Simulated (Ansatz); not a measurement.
Consider the redistribution: `FB(CCl)[SiH2]S` + silanol → `FB[SiH2]S` + `O[SiH2]CCl`.

Program: Ansatz. Geometries: PBE0-D4/def2-TZVP. ΔE: electronic, gas phase. CBS: MP2 limit from def2 TZ/QZ plus the TZ coupled-cluster correction, frozen cores. Functionals use def2-TZVPP. B3LYP here is the variant with VWN-RPA as its local correlation; programs differ in this. One conformer a species, not always the lowest.

(1) Is it downhill or uphill in electronic energy at CCSD(T)/CBS, and by how much? (An estimate is asked.)

(2) What do these levels give: r2SCAN-D4, B3LYP-D4, ωB97X-V, ωB97M-V, B2PLYP, PBE, PBE0, B3LYP, MP2/def2-TZVPP, HF/def2-QZVPP, HF/CBS(def2), MP2/CBS(def2)? (An estimate is asked.)

Largest T1 diagnostic among the species: 0.014.

Results:

(1) Computed: Uphill: ΔE = +13.0 kJ/mol.

(2) Ansatz gave: r2SCAN-D4 15.6, B3LYP-D4 14.6, ωB97X-V 13.7, ωB97M-V 14.5, B2PLYP 11.6, PBE 13.2, PBE0 12.7, B3LYP 9.3, MP2/def2-TZVPP 16.0, HF/def2-QZVPP 4.4, HF/CBS(def2) 4.2, MP2/CBS(def2) 13.8 kJ/mol.

The D4 term adds +5.3 kJ/mol with B3LYP and +3.2 kJ/mol with PBE0; it sums over pairs of atoms, weighted by their polarisabilities, and B3LYP, whose exchange is more repulsive, gets the larger term. In def2-TZVPP, CCSD(T) changes the Hartree–Fock value by +10.0 kJ/mol (the triples alone add +2.0 kJ/mol) and MP2 by +10.8 kJ/mol.
